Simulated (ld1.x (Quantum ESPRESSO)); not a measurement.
**What one change does to a pseudopotential (europium (Eu), RRKJ)**

europium, norm-conserving RRKJ (Kleinman–Bylander form), made with ld1.x (Quantum ESPRESSO) 7.5 (PBEsol, scalar-relativistic). Core [Kr] 4d10 5s2, reference 4f7 5p6 5d0 6s1 6p0 (charge +1). Waves: 5p (bound): rc 2.20 bohr; 5d (bound, empty): rc 2.55 bohr; 4f (bound): rc 0.85 bohr; 6s (bound): rc 2.50 bohr. Local part: the s channel. Core correction: a·sin(br)/r model core, default radius (core density twice the valence density). rho0 = 0.02.

All-electron outer shells of the reference configuration (PBEsol, scalar-relativistic, ld1.x):

| shell | level (eV) | outermost node (bohr) | outermost maximum (bohr) |
| --- | --- | --- | --- |
| 4d | -140.90 | 0.27 | 0.57 |
| 5s | -50.96 | 0.67 | 1.23 |
| 5p | -30.04 | 0.72 | 1.41 |
| 4f | -8.95 | – | 0.60 |
| 6s | -8.52 | 1.66 | 3.38 |
| 5d | -7.14 | 0.82 | 2.08 |
| 6p | -5.30 | 1.99 | 4.29 |

Change: wave 4f (bound): rc 0.85 bohr becomes 4f (bound): rc 1.16 bohr.

Cutoffs: the cutoffs (Ry, on a coarse ladder) from which the occupation-weighted sum of valence levels, in a spherical-Bessel basis at the reference potential, stays within 10 and 1 mRy of its value at 400 Ry; they do not see the model core or the augmentation charge, which bear on the density cutoff. Errors are all-electron minus pseudo energies relative to the spin-unpolarised reference configuration.

Task: Predict the effect on cutoff, ghosts and configuration errors.

Result: Of the 7 tests that both files solve, the error grows in 0 and shrinks in 3 by more than 15 % and 0.3 meV (median size 18.9 → 18.2 meV); neither file shows a bound ghost at the reference potential, the only one tested. That the errors move this way runs against the usual rule that smaller radii transfer better.

```tsv
quantity	base	changed
cutoff, loose	300 Ry	200 Ry
cutoff, tight	over 300 Ry	260 Ry
loose cutoff by channel (10 mRy a level)	p 15 Ry, f 260 Ry, s 10 Ry	p 15 Ry, f 160 Ry, s 10 Ry
bound ghosts	none	none
error for 4f7 5p6 5d0 6s2 6p0, meV [ΔE -6.04 eV]	+12	+12
error for 4f7 5p6 5d0 6s0 6p0, meV [ΔE 11.13 eV]	-6.9	-7.0
error for 4f6 5p6 5d0 6s0 6p0, meV [ΔE 35.57 eV]	-1364	-1136
error for 4f7 5p6 5d1 6s0 6p0, meV [ΔE 1.54 eV]	-19	-18
error for 4f5 5p6 5d0 6s0 6p0, meV [ΔE 78.40 eV]	-5465	-4342
error for 4f6 5p6 5d1 6s2 6p0, meV [ΔE -2.62 eV]	-656	-463
error for 4f7 5p6 5d0 6s1.5 6p0, meV [ΔE -3.63 eV]	+4.0	+4.0
s: phases at 2.75 bohr within 0.05 rad from the reference energy up to (Ry; the scan ends near 5)	-0.4	-0.4
p: phases at 2.75 bohr within 0.05 rad from the reference energy up to (Ry; the scan ends near 5)	-0.8	-0.8
d: phases at 2.75 bohr within 0.05 rad from the reference energy up to (Ry; the scan ends near 5)	1.4	1.4
f: phases at 2.75 bohr within 0.05 rad from the reference energy up to (Ry; the scan ends near 5)	-0.5	-0.5
```

Base: These tests converged, but a pseudo level misses the all-electron one widely, so the file describes the atom poorly there or has found another state: 4f6 5p6 5d0 6s0 6p0: 4f by 2.8 eV (a node warning on the way); 4f5 5p6 5d0 6s0 6p0: 4f by 5.4 eV. Changed file: These tests converged, but a pseudo level misses the all-electron one widely, so the file describes the atom poorly there or has found another state: 4f6 5p6 5d0 6s0 6p0: empty 6s by 5.2 eV (a node warning on the way); 4f5 5p6 5d0 6s0 6p0: 4f by 4.1 eV.
